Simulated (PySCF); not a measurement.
**Spin-rotation constants: `CO[Si@H]1C=C[C@@H](Cl)C=C1`, C₆H₉ClOSi**

Geometry:
| atom | x (Å) | y (Å) | z (Å) |
| --- | --- | --- | --- |
| C1 | 2.421 | -0.820 | -0.841 |
| O2 | 2.269 | -0.034 | 0.307 |
| Si3 | 0.911 | 0.560 | 0.979 |
| C4 | -0.112 | 1.642 | -0.175 |
| C5 | -1.328 | 1.306 | -0.590 |
| C6 | -2.052 | 0.047 | -0.257 |
| Cl7 | -2.014 | -0.976 | -1.781 |
| C8 | -1.554 | -0.832 | 0.839 |
| C9 | -0.366 | -0.752 | 1.426 |
| H10 | 3.485 | -1.019 | -0.969 |
| H11 | 2.042 | -0.298 | -1.723 |
| H12 | 1.886 | -1.766 | -0.739 |
| H13 | 1.508 | 1.253 | 2.111 |
| H14 | 0.291 | 2.585 | -0.519 |
| H15 | -1.880 | 1.946 | -1.270 |
| H16 | -3.117 | 0.253 | -0.118 |
| H17 | -2.257 | -1.613 | 1.110 |
| H18 | -0.139 | -1.477 | 2.197 |

Computed, not measured: GIAO PBE0/pcSseg-1 magnetisability, rotational g tensor and spin-rotation constants, non-relativistic, gas phase (PySCF 2.14.0). Geometry: GFN2-xTB.

Q: Give the nuclear spin-rotation constants along the inertial axes (H = +C I·J) beside the isotropic shieldings.

A: Rotational constants 1.7992, 0.8160, 0.7499 GHz. A star marks the isotopologue with that one atom substituted, in its own axes.
```csv
atom,isotope,Caa (kHz),Cbb (kHz),Ccc (kHz),mean (kHz),σ (ppm)
Cl7,35Cl,0.603,0.078,0.301,0.327,679.1
H10,1H,0.017,-0.048,-0.074,-0.035,27.8
H11,1H,-0.105,-0.078,0.001,-0.061,28.0
H12,1H,-0.105,-0.078,0.001,-0.061,28.0
H13,1H,-0.007,-0.027,-0.066,-0.033,26.7
H14,1H,-0.143,-0.099,0.068,-0.058,25.3
H15,1H,-0.060,-0.088,0.034,-0.038,24.4
H16,1H,0.028,-0.053,-0.073,-0.033,26.9
H17,1H,-0.060,-0.088,0.035,-0.038,24.4
H18,1H,-0.143,-0.099,0.068,-0.058,25.3
C1,13C*,0.393,0.115,0.165,0.224,133.7
O2,17O*,-0.086,-0.080,-0.014,-0.060,329.3
Si3,29Si*,-1.101,-0.417,-0.458,-0.659,395.1
C4,13C*,0.654,0.092,0.365,0.370,51.3
C5,13C*,0.657,0.128,0.408,0.398,28.2
C6,13C*,0.432,0.126,0.152,0.237,129.8
```
For the geometry as given, no vibrational averaging.
